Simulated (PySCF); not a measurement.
**Nuclear repulsion and electron count by hand**

System: H2Si (SMILES [SiH2]), triplet, geometry from GFN2-xTB. Level: CCSD(T)/def2-SVPD run with PySCF. Sums are taken with unrounded values, so a last digit can differ.

Coordinates (Å):

```
atom         x         y         z
----  --------  --------  --------
Si1   -0.00166   0.08538   0.00496
H2    -1.25762  -0.62512   0.01234
H3     1.28088  -0.57025  -0.08173
```

Q: Work out the nuclear repulsion energy and the numbers of alpha and beta electrons.

A: In atomic units each pair adds Z_i Z_j / r_ij, with r in bohr (1 bohr = 0.529177 Å).
| pair | r (Å) | r (bohr) | Z_i Z_j | term (Eh) |
|---|---|---|---|---|
| Si1-H2 | 1.4430 | 2.7269 | 14 | 5.1340 |
| Si1-H3 | 1.4430 | 2.7269 | 14 | 5.1340 |
| H2-H3 | 2.5408 | 4.8015 | 1 | 0.2083 |
The sum is 10.4763 Eh; PySCF gives 10.4763 Eh. The atomic numbers add up to 16, so at charge +0 there are 16 electrons; multiplicity 3 means 2 unpaired, so 9 alpha and 7 beta.
